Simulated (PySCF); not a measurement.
# Electron correlation in Mg (magnesium, neutral)

[Ne] 3p2, high-spin 3P determinant (an excited configuration). Calculation: PySCF 2.14, in x2c-QZVPPall with one added diffuse shell each of s, p, d, f type (10s7p6d3f, 82 functions); scalar relativity by spin-free X2C-1e. Frozen: 1s2; 10 electrons correlated.

```tsv
level	correlation energy (mhartree)
CCSD	-269.53
(T)	-2.46
CCSD(T)	-271.99
```

Diagnostics: T1 = 0.0065, D1 = 0.0192, largest double amplitude 0.086.

**Question.** Is a single reference adequate?

**Answer.** Mostly. T1 lies below 0.03, but a double amplitude of this size points to a near-degeneracy that CCSD handles and MP2 describes poorly.

This basis was not built for core-valence correlation, so the inner-shell part is incomplete.
